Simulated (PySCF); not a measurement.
tin monoxide (OSn), singlet, geometry from GFN2-xTB (such geometries of metal compounds can be far from the true shape) (all electrons, no relativity). Base run: B3LYP/3-21G (PySCF).

Input for PySCF:
```python
from pyscf import gto, scf, dft

mol = gto.Mole()
mol.atom = '''
    Sn   -0.00000000   -0.00000000   -0.24879316
    O     0.00000000    0.00000000    1.55495727
'''
mol.basis = '3-21g'
mol.verbose = 4
mol.symmetry = True
mol.build()

mf = dft.RKS(mol)
mf.xc = 'b3lyp'
mf.kernel()
mf.analyze()
```

Variants of this job, named by their change:

| change | ΔE vs base (mEh) | point group used | SCF cycles |
|---|---|---|---|
| base | 0.000 | Coov | 11 |
| symmetry = off | 0.000 | C1 | 11 |
| symmetry_subgroup = C2v | 0.000 | C2v | 11 |
